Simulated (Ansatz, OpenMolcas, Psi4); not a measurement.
**BF3 (boron trifluoride): methods side by side**

BF3 has 4 atoms, charge 0, and is taken as a singlet. SMILES: `FB(F)F`. Geometry: relaxed at PBE0-D4/def2-TZVP.

Quantity: the vertical ionisation energy (to the doublet cation), in eV. The values are calculated.

```tsv
level	kind	program	value (eV)	CPU time (all runs)
SVWN5/aug-cc-pVDZ	LDA	Ansatz	14.79	7.8 s
PBE/aug-cc-pVDZ	GGA	Ansatz	14.49	14 s
TPSS/aug-cc-pVDZ	meta-GGA	Psi4	14.51	2.9 min
B3LYP/aug-cc-pVDZ	global hybrid	OpenMolcas	15.26	68 s
CAM-B3LYP/aug-cc-pVDZ	range-separated hybrid	Psi4	15.63	59 s
PBE-QIDH/aug-cc-pVDZ	double hybrid	Ansatz	16.48	19 s
CCSD(T)/aug-cc-pVDZ	coupled cluster or CI	Ansatz	15.99	1.9 min
CCSD/aug-cc-pVDZ	coupled cluster or CI	Psi4	16.14	3.8 min
```

The values span 14.49 to 16.48 eV. The coupled-cluster rows rest on a doubtful reference here (large T1 or Brueckner and Hartree–Fock orbitals at odds), and rows may lie in different states. CPU times are rough (shared hosts, several kinds of processor and program).
